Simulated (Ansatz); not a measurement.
Ge(I)(SiH3) (GeH3ISi), SMILES [SiH3][Ge][I] (connectivity only; charge and spin as stated), neutral, multiplicity 1.

The structure is a stationary point at B3LYP-D3(BJ)/def2-SVP. The def2 effective core potentials stand for the cores of I; spin–orbit coupling is left out.

Two levels are set side by side: PBE/def2-SVPD (Ansatz, an electronic-structure program) and PBE0/def2-SVPD (Ansatz). Energy differences of separate SCF runs at the same geometry; the states with an electron removed or added have multiplicity 2 and 2. Differences are taken from unrounded values.

```csv
quantity,PBE0,PBE,PBE minus PBE0
vertical ionisation energy (eV),8.36,8.18,-0.18
vertical electron affinity (eV),1.84,1.71,-0.12
vertical singlet–triplet gap (eV),1.13,1.17,0.04
```
